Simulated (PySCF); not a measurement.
RuO₂Cl, doublet: data card

Level of theory: UPBE0/[Ru def2-TZVP with ECP28, O def2-TZVP, Cl def2-TZVP], scalar-relativistic core potentials, density fitting, no spin–orbit coupling, PySCF.

The structure is a minimum.

```xyz
4
charge 0 multiplicity 2, angstrom
Ru   -0.3180    0.0000    0.0000
O    -1.0313    1.4838    0.0000
O    -1.0313   -1.4838    0.0000
Cl    1.8704    0.0000    0.0000
```

| Quantity | Value |
| --- | --- |
| Point group | C2v |
| Bond lengths | Ru–Cl 2.188 Å, Ru–O 1.646 Å (×2) |
| Bond angles | Cl–Ru–O 115.7° (×2), O–Ru–O 128.7° |
| Entropy at 298.15 K and 1 bar (electronic part: spin only) | 316.1 J/(mol K) |
| Lowest empty level (β) | -5.00 eV |
| Heat capacity Cp at 298.15 K | 64.9 J/(mol K) |
| Dipole moment | 0.32 D |
| Zero-point energy | 18.5 kJ/mol |
| Spin squared ⟨S²⟩ | 0.755 |
| Highest occupied level (β) | -8.42 eV |
| Rotational constants | 0.2393, 0.1011, 0.0711 cm⁻¹ |
| Enthalpy at 298.15 K above 0 K | 15.33 kJ/mol |
| Rotational symmetry number | 2 |
| Principal quadrupole moments (Buckingham, traceless) about the centre of mass | -3.56, 0.36, 3.20 D Å |
| Atomisation energy without zero-point energy | 1268 kJ/mol |
| Principal polarisabilities | 34.9, 55.1, 65.2 bohr³ |

Harmonic modes (masses in u: Ru 101.904, O 15.995, Cl 34.969):
| symmetry | ω (cm⁻¹) | IR (km/mol) | μ (u) | type |
| --- | --- | --- | --- | --- |
| b1 | 130 | 9.2 | 23.32 | bend |
| b2 | 159 | 2.3 | 22.14 | bend |
| a1 | 302 | 0.0 | 18.21 | bend |
| a1 | 439 | 44.0 | 39.27 | stretch |
| b2 | 998 | 278 | 19.28 | stretch |
| a1 | 1059 | 51.0 | 16.84 | stretch |

In C2v the vibrations span b1 + 2b2 + 3a1. Here b1 is antisymmetric to the molecular plane and b2 lies in it.

Charges (e):
```csv
atom,Mulliken,Löwdin,polar tensor,spin (Mulliken),Mayer order to Ru1
Ru1,1.35,0.39,1.64,0.70,–
"O2,3",-0.52,-0.24,-0.62,0.08,1.77
Cl4,-0.31,0.09,-0.40,0.15,1.04
```
Other Mayer orders above 0.3: O–O 0.40.

Mulliken populations on Ru1 (electrons outside its core potential): s 2.40, p 6.20, d 6.01, f 0.04.

Outer orbital energies (eV). α occupied: -12.95, -12.74, -11.02, -10.84, -10.66, -10.12, -8.63, -8.58; empty: -4.55, -3.03, -2.80, 0.40. β occupied: -13.23, -12.85, -11.49, -10.98, -10.63, -10.18, -10.07, -8.42; empty: -5.00, -4.06, -2.74, -2.55.

Formally Ru is in oxidation state +5, d3, with 1 unpaired electron (the high-spin count would be 3). The Mulliken spin on Ru is 0.70. The polar-tensor charge on Ru, 1.64, is far below the formal one.

Other isomers or separated fragments may lie lower. Open d and f shells are described by one determinant, and the ground state may have another occupation or spin.

The final relaxation and frequency run took 66 s on 4 threads of a shared Intel Xeon 6975P-C (Granite Rapids) host, with 139 basis functions and 13 gradients; the process peaked at 1.4 GiB. Launch command: `OMP_NUM_THREADS=4 python axn.py task.json out`.
